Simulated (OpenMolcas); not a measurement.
Ionisation energies of lead

```yaml
Program: OpenMolcas 26.06
Basis: ANO-RCC-VTZP [8s7p5d3f2g]
Scalar_Hamiltonian: DKH2, point nucleus
Spin-orbit_coupling: RASSI with atomic mean-field integrals over the reference wave functions, term energies averaged over their components
```

Active shells in each charge state: the valence s, p shells, with orbitals averaged over the low states. Where CASPT2's correlated closed shells are named, they are those of the first ion.

A. CASSCF
B. SS-CASPT2, IPEA 0.25 Eh, imaginary shift 0.1 Eh (closed shells correlated: 4f 5s 5p 5d)

Energies in eV between the lowest computed levels (charge -1 gives the electron affinity), named as in B; reference values from the NIST Atomic Spectra Database with their kind.

```json
{"From": "Pb- 6s2 6p3 4S* 3/2", "To": "Pb 6s2 6p2 3P0", "A": "-0.261", "B": "0.294", "Spin-orbit share in B": "-0.966", "Reference": ""}
{"From": "Pb 6s2 6p2 3P0", "To": "Pb+ 6s2 6p 2P* 1/2", "A": "6.568", "B": "7.256", "Spin-orbit share in B": "+0.203", "Reference": "7.417 (measured)"}
{"From": "Pb+ 6s2 6p 2P* 1/2", "To": "Pb2+ 6s2 1S0", "A": "13.844", "B": "14.821", "Spin-orbit share in B": "+1.023", "Reference": "15.032 (measured)"}
{"From": "Pb2+ 6s2 1S0", "To": "Pb3+ 6s 2S 1/2", "A": "30.432", "B": "31.747", "Spin-orbit share in B": "+0.000", "Reference": "31.937 (measured)"}
{"From": "Pb3+ 6s 2S 1/2", "To": "Pb4+ 5d10 1S0", "A": "40.540", "B": "42.359", "Spin-orbit share in B": "+0.000", "Reference": "42.333 (measured)"}
```

Error against the reference values, in %:

```tsv
From	Reference	A	B
Pb	measured	-11.4	-2.2
Pb+	measured	-7.9	-1.4
Pb2+	measured	-4.7	-0.6
Pb3+	measured	-4.2	+0.1
```

Mean absolute error over the 4 measured values: A 1.33 eV, B 0.15 eV. B lies closest.

No diffuse functions were added, so the electron affinity comes out too small, and without dynamic correlation a bound anion can come out unbound.

* marks odd parity.
